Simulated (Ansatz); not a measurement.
C3H8AlN, SMILES `C=[N][AlH][CH2]C`. Charge 0, multiplicity 1. The geometry is a stationary point of PBE0-D4/def2-TZVP. It is one conformer, not always the lowest.

```xyz
13

C    -2.550   -1.654   -1.183
N    -1.440   -1.118   -1.032
Al    0.126   -0.362   -0.804
C     0.499    0.531    0.899
C     1.801    1.329    0.950
H    -2.747   -2.701   -0.902
H    -3.414   -1.120   -1.611
H     1.136   -0.471   -2.021
H     0.496   -0.236    1.684
H    -0.355    1.176    1.138
H     1.813    2.135    0.211
H     1.963    1.790    1.930
H     2.671    0.700    0.742
```

Task: What is the dipole moment at r2SCAN/def2-TZVPP? (Best estimate.)

Result: Computed: 1.29 D, with components (-1.14, -0.27, 0.54) D in this frame, pointing from negative to positive charge.

Task: And with PBE, B3LYP, ωB97M-V? (Estimate.)

Result: The calculation gave: PBE 1.24 D, B3LYP 1.24 D, ωB97M-V 1.27 D.

Task: Give the Mulliken charges with r2SCAN, PBE, ωB97M-V in def2-TZVPP. (An estimate is asked.)

Result: Ansatz gave: 
| atom | r2SCAN | PBE | ωB97M-V |
| --- | --- | --- | --- |
| C1 | 0.06 | -0.05 | -0.03 |
| N2 | -0.35 | -0.21 | -0.30 |
| Al3 | 0.49 | 0.33 | 0.44 |
| C4 | -0.25 | -0.27 | -0.38 |
| C5 | -0.12 | -0.25 | -0.31 |
| H6 | 0.06 | 0.09 | 0.10 |
| H7 | 0.06 | 0.09 | 0.10 |
| H8 | -0.15 | -0.12 | -0.12 |
| H9 | 0.04 | 0.07 | 0.10 |
| H10 | 0.04 | 0.08 | 0.10 |
| H11 | 0.04 | 0.08 | 0.10 |
| H12 | 0.03 | 0.08 | 0.10 |
| H13 | 0.04 | 0.08 | 0.10 |

B3LYP here is the variant with VWN-RPA as its local correlation; programs differ in this.
